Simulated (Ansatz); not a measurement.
Conformers of CH5NOSn (SMILES C[O][Sn][NH2]), B3LYP-D3(BJ)/def2-TZVP minima from an xTB search, which can miss the lowest.
Conformer 1 (charge 0, multiplicity 1):
```
atom    x (Å)    y (Å)    z (Å)
----  -------  -------  -------
C     -1.3481   0.2266  -0.1915
O     -0.8073  -0.7428  -1.0574
Sn     1.0835  -1.3939  -1.0818
N      1.7400  -0.2164   0.4467
H     -2.4081   0.3608  -0.4258
H     -1.2735  -0.0713   0.8625
H     -0.8552   1.2014  -0.3013
H      2.6911  -0.2242   0.7848
H      1.1776   0.4438   0.9639
```
Conformer 2 (charge 0, multiplicity 1):
```xyz
9

C     -1.821    -0.138    -0.177
O     -0.462     0.158     0.040
Sn     1.057    -1.043    -0.478
N      2.382     0.295     0.253
H     -2.277     0.627    -0.816
H     -1.984    -1.113    -0.660
H     -2.362    -0.148     0.775
H      3.386     0.196     0.255
H      2.082     1.166     0.670
```

Cores are frozen in the correlated methods. Filled d and f shells under p-block atoms count as core. MP2 and its Hartree–Fock in def2-QZVPP are density fitted.

Codes used: Ansatz (Gaussian basis) for Hartree–Fock, density functionals and correlated methods. Values without a source in brackets are computed. In def2 rows elements past Kr take small-core potentials, without spin–orbit coupling.

The energy of conformer 2 above conformer 1 is E(conformer 2) − E(conformer 1). Total energies (hartree):

| level | conformer 2 | conformer 1 |
|---|---|---|
| HF/def2-TZVPP | -383.5407613 | -383.5403741 |
| MP2/def2-TZVPP | -384.2637795 | -384.2642553 |
| HF/def2-QZVPP | -383.5515975 | -383.5511153 |
| MP2/def2-QZVPP | -384.3275373 | -384.3279970 |
| CCSD(T)/def2-TZVPP | -384.3186125 | -384.3191602 |

**Question.** Work out the energy of conformer 2 above conformer 1 at the basis-set limit: extrapolate the MP2 correlation part as X⁻³, take Hartree–Fock from the larger set, and add the CCSD(T) − MP2 difference of def2-TZVPP.

**Answer.** 
1. Differences (1 hartree = 627.509 kcal/mol): HF/def2-TZVPP -0.243; MP2/def2-TZVPP 0.299; HF/def2-QZVPP -0.303; MP2/def2-QZVPP 0.288; CCSD(T)/def2-TZVPP 0.344.
2. Correlation parts, MP2 less HF: 0.542 in def2-TZVPP (X = 3), 0.591 in def2-QZVPP (X = 4).
3. Limit (4³·(0.591) − 3³·(0.542))/(4³ − 3³) = 0.627; with HF/def2-QZVPP it gives 0.325.
4. CCSD(T) less MP2 in def2-TZVPP: 0.045.
Result: 0.37 kcal/mol, against 0.30 at MP2/def2-TZVPP. It is an estimate of this method's limit, not of the exact value.

Ansatz is an electronic-structure program.
